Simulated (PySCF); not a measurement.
## H₃SeN: from structure and modes to constants

Method: PBE0 in PySCF with Se def2-TZVP, N def2-TZVP, H def2-TZVP; no relativity; density-fitted integrals.

The singlet minimum has C3v symmetry. Masses (u): Se 79.91652, N 14.00307, H 1.00782.

```xyz
5
charge 0 multiplicity 1, angstrom
Se    0.0000    0.1690    0.1196
N     0.0000   -1.1516   -0.8148
H     1.1050    0.4981    1.1339
H    -1.1050    0.4981    1.1339
H     0.0000    1.6035   -0.4285
```

Harmonic wavenumbers (cm⁻¹): 595.6 (e, ×2), 1013.8 (a1, ×1), 1024.1 (e, ×2), 1123.0 (a1, ×1), 1931.6 (e, ×2), 2077.2 (a1, ×1).

(1) Find the principal moments of inertia and the rotational constants. What kind of rotor is it?

(2) Give the standard entropy (298.15 K, 1 bar) by its translational, rotational, vibrational and spin parts, and Cp.

Results:

(1) About the centre of mass I = 4.9223, 37.16, 37.16 u Å². With B = 16.8576/I this gives 3.425, 0.4536, 0.4536 cm⁻¹. The molecule is a prolate symmetric top.

(2) Sackur–Tetrode with M = 96.94 u gives 165.9; rotation with symmetry number 3 gives 76.1; vibration 5.2; spin R ln 1 = 0.0. The total is 247.1 J/(mol K), and Cp = 4 R + 14.4 = 47.7 J/(mol K).

Other isomers or separated fragments may lie lower.
